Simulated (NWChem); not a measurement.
Program: NWChem. System: C2H3F3, charge 1, spin multiplicity 2, at the geometry of a parent with another charge or spin, in a state set for the comparison that need not be this species' ground state. Its SCF solution wasn't tested for a lower state. Level: UMP2/def2-TZVP, 5 core orbitals frozen.

Part of the output:

```
             Northwest Computational Chemistry Package (NWChem) 7.3.0
             --------------------------------------------------------

                                NWChem Input Module
                                -------------------

 Scaling coordinates for geometry "geometry" by  1.889725989
 (inverse scale =  0.529177249)

 Turning off AUTOSYM since
 SYMMETRY directive was detected!

                             Geometry "geometry" -> ""
                             -------------------------

 Output coordinates in angstroms (scale by  1.889725989 to convert to a.u.)

  No.       Tag          Charge          X              Y              Z
 ---- ---------------- ---------- -------------- -------------- --------------
    1 C                    6.0000    -1.46290900    -0.11942400     0.00000000
    2 C                    6.0000     0.03094800     0.00252800     0.00000000
    3 F                    9.0000     0.47071000     0.66245400     1.07726300
    4 F                    9.0000     0.47071000     0.66245400    -1.07726300
    5 F                    9.0000     0.62252600    -1.19723500     0.00000000
    6 H                    1.0000    -1.78584000    -0.66470600     0.89580500
    7 H                    1.0000    -1.78584000    -0.66470600    -0.89580500
    8 H                    1.0000    -1.91207200     0.88174000     0.00000000

 Effective nuclear repulsion energy (a.u.)     202.2791112338

            Nuclear Dipole moment (a.u.)
            ----------------------------
        X                 Y               Z
 ---------------- ---------------- ----------------
    -0.0000075589     0.0000170075     0.0000000000

      Symmetry information
      --------------------

 Group name             Cs
 Group number              2
 Group order               2
 No. of unique centers     6

      Symmetry unique atoms

     1    2    3    5    6    8


 Summary of "ao basis" -> "" (spherical)
 ------------------------------------------------------------------------------
       Tag                 Description            Shells   Functions and Types
 ---------------- ------------------------------  ------  ---------------------
 *                         def2-tzvp                  on all atoms

 Summary of "ao basis" -> "ao basis" (spherical)
 ------------------------------------------------------------------------------
       Tag                 Description            Shells   Functions and Types
[...]
  mp2_memr nvloc                   152
  nvloc new                   152
   1 passes of  16:        5242880                     182606                 121842335.
   1 passes of  16: M    126150825           G      144119342           F     120907945.
  mp2_memr nvloc                   152
  nvloc new                   152
   2 passes of   8:        5242880                     121830                  60946758.
   2 passes of   8: M    126150825           G      144119342           F     120907945.

 Semi-direct pass number   1 of   2  for UHF alpha       at       25.3s
  vrange nnbf                 14729
  mp2_eaftype                   232  avail_ma_in_mb                  1099
 EAF : mp2_eaftype filesize         232   30473379.
  mp2_eaf for mointskh                    232
Node 0 wrote    143.3 Mb in      0.1 s     Agg I/O rate:  1484.8 Mb/s
 Done moints_semi at       34.4s
  mp2_eaftype                   232  avail_ma_in_mb                   867
 EAF : mp2_eaftype filesize         232   30473379.
  mp2_eaf for kh                   232
 Done maket at       34.8s
 Semi-direct pass number   2 of   2  for UHF alpha       at       34.8s
  vrange nnbf                 14729
  mp2_eaftype                   232  avail_ma_in_mb                   867
 EAF : mp2_eaftype filesize         232   30473379.
  mp2_eaf for mointskh                    232
Node 0 wrote    143.3 Mb in      0.2 s     Agg I/O rate:   900.6 Mb/s
 Done moints_semi at       43.7s
  mp2_eaftype                   232  avail_ma_in_mb                   867
 EAF : mp2_eaftype filesize         232   30473379.
  mp2_eaf for kh                   232
 Done maket at       44.1s
 Done multipass loop at       44.1s

 GA uses MA = F    GA memory limited = T

 Available:
  local mem=  1.26D+08
 global mem=  1.44D+08
 local disk=  0.00D+00
  mp2_memr nvloc                   153
  nvloc new                   153
   1 passes of  15:        5242880                     175759                 114981567.
   1 passes of  15: M    126150825           G      144119342           F     120907945.

 Semi-direct pass number   1 of   1  for UHF beta        at       44.1s
  vrange nnbf                 14729
  mp2_eaftype                   438  avail_ma_in_mb                  1099
 EAF : mp2_eaftype filesize         438   57490784.
  mp2_eaf for mointskh                    438
Node 0 wrote    270.4 Mb in      0.1 s     Agg I/O rate:  2311.4 Mb/s
 Done moints_semi at       53.6s
  mp2_eaftype                   438  avail_ma_in_mb                   661
 EAF : mp2_eaftype filesize         438   57490784.
  mp2_eaf for kh                   438
 Done maket at       54.3s
 Done multipass loop at       54.3s

          -------------------------------------------
          SCF energy                -375.458648738751
          Correlation energy          -1.042051230982
          Singlet pairs                0.000000000000
          Triplet pairs                0.000000000000
          Total MP2 energy          -376.500699969733
          -------------------------------------------

          ---------------------------------------------------
                    Spin Component Scaled (SCS) MP2
          Same spin pairs                     -0.269478569728
          Same spin scaling factor             0.333333333333
          Opposite spin pairs                 -0.772572661254
          Opposite spin scaling fact.          1.200000000000
          SCS-MP2 correlation energy          -1.016913383414
          Total SCS-MP2 energy              -376.475562122165
          ---------------------------------------------------

 -----------------------
 Performance information
 -----------------------

 Timer overhead =  9.61D-08 seconds/call

               Nr. of calls         CPU time (s)                 Wall time (s)                GFlops
             ---------------    -------------------     ------------------------------   -------------------
Name         Min   Avg   Max    Min     Avg     Max     Min     Avg     Max   Mx/calls   Min     Max     Sum
mp2: moin     3     3     3    28.     28.     28.      28.     28.     28.     9.2      0.0     0.0     0.0
mp2: make     3     3     3    1.4     1.4     1.4      1.4     1.4     1.4    0.45      0.0     0.0     0.0
mp2: tota     1     1     1    29.     29.     29.      29.     29.     29.     29.      0.0     0.0     0.0

 The average no. of pstat calls per process was 7.00D+00
 with a timing overhead of 6.72D-07s

 Task  times  cpu:       54.3s     wall:       54.3s

 Total times  cpu:       54.3s     wall:       54.3s
```

Question: Write an NWChem input that would produce this output.

Answer: Several could match; the one computed here: 
```
start mol
memory heap 200 mb stack 900 mb global 1100 mb
charge 1
geometry units angstroms nocenter noautoz
  C     -1.462909    -0.119424     0.000000
  C      0.030948     0.002528     0.000000
  F      0.470710     0.662454     1.077263
  F      0.470710     0.662454    -1.077263
  F      0.622526    -1.197235     0.000000
  H     -1.785840    -0.664706     0.895805
  H     -1.785840    -0.664706    -0.895805
  H     -1.912072     0.881740     0.000000
  symmetry group Cs
end
basis spherical
  * library def2-tzvp
end
scf
  uhf
  nopen 1
  maxiter 100
  thresh 1e-7
  semidirect memsize 60000000 filesize 0
end
mp2
  freeze core 5
end
task mp2 energy
```
